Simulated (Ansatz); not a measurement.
Ideal-gas functions of C₂H₃FI₂, SMILES `FC(I)CI` at 400 K and 1 bar, from an Ansatz frequency run at PBE0-D4/def2-TZVP.

Molar mass 299.85 g/mol, point group C1 (symmetry number 1), electronic degeneracy 1, moments of inertia 75.861, 1608.874, 1669.38 u Å². Harmonic wavenumbers (cm⁻¹, unscaled): 85, 136, 139, 271, 443, 558, 654, 824, 989, 1134, 1150, 1200, 1237, 1383, 1447, 3133, 3142, 3210.

Use S(trans) = R[1.5 ln M + 2.5 ln T − 1.1517]; rotational temperatures θ = 24.2544 K / I; S(rot) = R[ln(√π/σ · √(T³/θAθBθC)) + 1.5]; for each mode x = 1.438777 ν̃/T, S = R[x/(eˣ − 1) − ln(1 − e⁻ˣ)] and H = RT x/(eˣ − 1); 1 cm⁻¹ = 0.0119627 kJ/mol; R = 8.31446 J/(mol·K).

By hand: the entropy, in J/(mol·K).

Translation 186.1. Rotation: θ = 0.3197, 0.0151, 0.0145 K, giving 131.7. Vibration, mode by mode: 18.20, 14.34, 14.16, 8.85, 5.27, 3.79, 2.89, 1.78, 1.11, 0.73, 0.69, 0.60, 0.54, 0.35, 0.28, 0.00, 0.00, 0.00, in all 73.6. Electronic 0.0. Sum 391.4 J/(mol·K).

By hand: H − E and G − E in kJ/mol, counted from the electronic energy.

Zero-point energy ½ × 21135 × 0.0119627 = 126.4; thermal vibration 15.1; translation, rotation and pV give 4 RT = 13.3. H − E = 154.8 kJ/mol, and G − E = 154.8 − 400 × 391.4/1000 = -1.8 kJ/mol.

Vibration gives 19 % of the entropy, 46.7 J/(mol·K) of it from the modes under 150 cm⁻¹: soft modes count most, and the harmonic formula is weakest for them. The sum counts one conformer and one mirror image; others add a mixing term.
